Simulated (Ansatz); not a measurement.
A nudged elastic band was laid between two geometries of BCl2H2N + H2O (9 atoms, charge 0, multiplicity 1).

Method: RKS PBE-D4/def2-SVP (Ansatz 0.2.0).

| Property | Result |
| --- | --- |
| movable images | 5 |
| climbing image | yes |
| spring | 5.0 eV/Å² |
| optimiser | quadratic models (default) |
| start path | through a guess of the saddle point |
| force threshold | 0.03 eV/Å |
| iteration limit | 60 |
| end points | relaxed |

First end point:

```xyz
9
Properties=species:S:1:pos:R:3
B 0.068 -0.301 0.265
N 0.073 -0.343 1.671
H -0.745 -0.623 2.211
H 0.937 -0.259 2.208
Cl 1.561 -0.045 -0.639
Cl -1.463 -0.599 -0.597
O -0.684 2.507 0.625
H -1.448 2.142 0.140
H -0.559 1.837 1.325
```

Last end point:

```xyz
9
Properties=species:S:1:pos:R:3
B -0.317 0.529 0.237
N 0.014 0.137 1.786
H -0.864 0.000 2.309
H 0.560 -0.735 1.814
Cl 1.369 0.609 -0.576
Cl -1.303 -0.933 -0.396
O -1.012 1.745 0.342
H -1.268 2.073 -0.536
H 0.563 0.890 2.229
```

**Question.** What changes between the two ends?

**Answer.** Bonds broken: O7–H9. Bonds formed: B1–O7, N2–H9. BCl2H2N + H2O becomes BCl2H4NO.

**Question.** What energy profile does the band end with?

**Answer.** The forces met the threshold. The highest image is number 2 of 0 to 6, 0.221 eV above the first end and 1.115 eV above the last; the last end lies 0.894 eV below the first. A vibrational analysis at the climbing image gives one clearly imaginary mode, 937i cm⁻¹: a first-order saddle point. The orbitals stay closed-shell, which can raise the energy where a bond breaks towards radicals; this wasn't checked here.

```
image  path coordinate (Å)  energy (eV)  O7–H9 (Å)  B1–O7 (Å)  N2–H9 (Å)
    0                 0.00        0.000       0.98       2.93       2.30
    1                 0.70        0.088       0.98       2.10       2.17
    2                 1.40        0.221       1.16       1.61       1.42
    3                 2.12       -0.640       1.96       1.43       1.04
    4                 2.84       -0.856       2.27       1.41       1.03
    5                 3.56       -0.882       2.40       1.41       1.03
    6                 4.28       -0.894       2.60       1.40       1.03
```

**Question.** What is the geometry of the highest image?

**Answer.** 
```xyz
9
Properties=species:S:1:pos:R:3:forces:R:3
B -0.093 0.272 0.246 0.00 0.00 0.00
N -0.060 0.055 1.783 0.00 0.00 0.00
H -0.740 -0.626 2.138 0.00 0.00 0.00
H 0.868 -0.148 2.172 0.00 0.00 0.00
Cl 1.502 0.062 -0.593 0.00 0.00 0.00
Cl -1.545 -0.532 -0.551 0.00 0.00 0.00
O -0.425 1.833 0.425 0.00 0.00 0.00
H -1.329 2.003 0.087 0.00 0.00 0.00
H -0.435 1.398 1.501 0.00 0.00 0.00
```

**Question.** What are the harmonic wavenumbers there?

**Answer.** 937i, 220, 235, 262, 340, 350, 436, 570, 663, 708, 763, 865, 881, 1024, 1065, 1458, 1502, 1951, 3450, 3545, 3671 cm⁻¹.

Time of the run: 2.4 min on 2 threads of Arm Neoverse V1 (shared host), peak memory 0.14 GiB.
